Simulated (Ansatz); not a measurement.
The first iterations of a band of a periodic cell of 17 atoms, TiSi₁₆ (host Si, host structure diamond, interstitial Ti).

Computed with DFT PBE, scalar-relativistic, plane waves, PAW in Ansatz 0.2.0. Settings: PAW set soft_1, cutoff 420 eV, k mesh 2x2x2, fermi-dirac smearing 0.05 eV, no spin polarisation.

* movable images: 3
* climbing image: yes
* spring: 5.0 eV/Å²
* optimiser: quadratic models (default)
* start path: default
* force threshold: 0.05 eV/Å
* iteration limit: 10
* end points: relaxed

Initial state:

```xyz
17
Lattice="0.0000 5.4300 5.4300 5.4300 0.0000 5.4300 5.4300 5.4300 0.0000" Properties=species:S:1:pos:R:3
Si 0.000 0.000 0.000
Si 1.315 1.313 1.314
Si 2.717 2.713 -0.038
Si 4.117 4.116 1.314
Si 2.716 -0.039 2.714
Si 4.116 1.314 4.116
Si 5.470 2.715 2.714
Si 6.774 4.087 4.089
Si -0.035 2.714 2.716
Si 1.315 4.116 4.116
Si 2.717 5.467 2.717
Si 4.091 6.770 4.089
Si 2.716 2.716 5.469
Si 4.091 4.087 6.772
Si 5.433 5.429 5.431
Si 6.774 6.771 6.772
Ti 2.717 2.714 2.715
```

Final state:

```xyz
17
Lattice="0.0000 5.4300 5.4300 5.4300 0.0000 5.4300 5.4300 5.4300 0.0000" Properties=species:S:1:pos:R:3
Si -0.012 0.015 -0.013
Si 1.361 1.318 1.360
Si 2.762 2.671 -0.040
Si 4.115 4.072 1.360
Si 2.734 0.015 2.733
Si 4.077 1.357 4.076
Si 5.418 2.699 2.733
Si 6.791 4.071 4.037
Si -0.039 2.671 2.761
Si 1.361 4.072 4.114
Si 2.761 5.472 2.760
Si 4.076 6.786 4.075
Si 2.734 2.698 5.417
Si 4.037 4.071 6.790
Si 5.392 5.472 5.390
Si 6.791 6.825 6.790
Ti 1.361 4.072 1.360
```

| iteration | highest image above the first end (eV) | largest band force component (eV/Å) |
| --- | --- | --- |
| 1 | 2.521 | 1.977 |
| 2 | 1.906 | 0.701 |

Problem. Does the band converge within its limit, and where does its top end?

Solution. The run converged. It ended after 6 iterations with the highest image 1.721 eV above the first end. Neighbouring images differ by up to 1.2 eV, so the band resolves the path poorly. The order of the stationary point at the top wasn't checked. Limits of this set-up: coarse k mesh, a small cell, in which the defect meets its images.

Time of the run: 2.5 min on 1 thread of Arm Neoverse V2, on a shared host, peak memory 0.78 GiB.
